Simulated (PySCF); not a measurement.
Exercise with solution: oscillator strength and radiative lifetime

C2H9NOSi2, SMILES C[SiH2]/N=C\[SiH2]O.

Geometry: B3LYP-D3(BJ)/def2-SVP. The structure was generated by enumeration; whether it is a known compound was not checked. One conformer was computed; it need not be the lowest.

TDA-PBE/def2-SVPD run with PySCF puts the first singlet state with f over 0.02 at 5.39 eV (vertical), with the transition dipole (-0.253, -0.386, 0.165) in atomic units.

Q: Find the oscillator strength, the wavelength and the radiative lifetime that this transition would have in vacuum if emission retraced absorption.

A: 
|μ|² = 0.2402 au, so |μ| = 1.25 D. ΔE = 5.39/27.211 = 0.1981 hartree. f = (2/3) ΔE |μ|² = 0.032 (the program prints 0.032).
λ = 1239.84/5.39 = 230 nm; ν = 43473 cm⁻¹.
Einstein's coefficient A = 0.6670 ν² f s⁻¹ (ν in cm⁻¹) = 4.0e7 s⁻¹, so τ = 1/A = 25 ns. This state is S5; the lower singlets have f = 0.001, 0.001, 0.001, 0.016. The figure is the radiative limit of this one transition; relaxation, internal conversion, crossing to triplets and a medium change what is measured.
